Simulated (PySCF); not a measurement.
# Cost of excited-state runs on 3-methyl-1,2,4-triazine, C₄H₅N₃

Geometry:
| atom | x (Å) | y (Å) | z (Å) |
| --- | --- | --- | --- |
| C1 | -1.985 | -0.203 | -0.516 |
| C2 | -0.572 | 0.049 | -0.126 |
| N3 | 0.292 | -0.970 | -0.215 |
| C4 | 1.532 | -0.712 | 0.143 |
| C5 | 1.884 | 0.566 | 0.584 |
| N6 | 0.974 | 1.520 | 0.648 |
| N7 | -0.251 | 1.264 | 0.293 |
| H8 | -2.497 | -0.704 | 0.305 |
| H9 | -2.019 | -0.858 | -1.382 |
| H10 | -2.484 | 0.738 | -0.721 |
| H11 | 2.242 | -1.526 | 0.074 |
| H12 | 2.885 | 0.833 | 0.886 |

PySCF with density fitting, on 1 thread of an Arm Neoverse N1, shared host. Command: `OMP_NUM_THREADS=1 python excited_run.py task.json out`

**Question.** How long does each of these runs take, and how much memory?
- magnetisability and related constants, CAM-B3LYP/6-31++G**; grid level 4; guess sap
- magnetisability and related constants, CAM-B3LYP/pcSseg-1; isotopologues

**Answer.** 
```csv
run,level,basis functions,wall time,peak memory (GiB)
magnetisability and related constants,CAM-B3LYP/6-31++G**,156,95 s,0.84
magnetisability and related constants,CAM-B3LYP/pcSseg-1,144,35 s,0.76
```
Times from a shared host are rough.
